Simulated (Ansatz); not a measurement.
C2H4OSi (`C1=C[SiH2]O1`), relaxed with RKS PBE0-D4/def2-TZVP in Ansatz from a PBE-D4/def2-SVP geometry. The force threshold is 0.005 eV/Å; the program also tests the step.

Total charge 0; spin multiplicity 1.

Start:

```xyz
8

C     1.091   -0.369   -0.060
C     0.235    0.159   -0.982
Si   -0.944    0.222    0.443
O     0.502   -0.472    1.189
H     2.139   -0.717   -0.136
H     0.398    0.366   -2.044
H    -1.313    1.533    1.074
H    -2.108   -0.722    0.516
```

(1) By how much does the energy fall, and how many steps does the optimiser take? (Estimate.)

(2) Which bonds change most? (Estimate.)

(3) Give the relaxed structure. (Best estimate.)

Results:

(1) Computed: 6.30 kJ/mol, in 6 steps, 1 of them rejected.

(2) The calculation gave: Si3–O4 from 1.769 to 1.715 Å; C2–Si3 from 1.850 to 1.829 Å; C1–C2 from 1.364 to 1.344 Å.

(3) Computed: 
```xyz
8

C     1.075   -0.362   -0.067
C     0.230    0.160   -0.972
Si   -0.921    0.213    0.448
O     0.479   -0.459    1.174
H     2.104   -0.707   -0.136
H     0.401    0.358   -2.016
H    -1.292    1.512    1.060
H    -2.076   -0.715    0.509
```
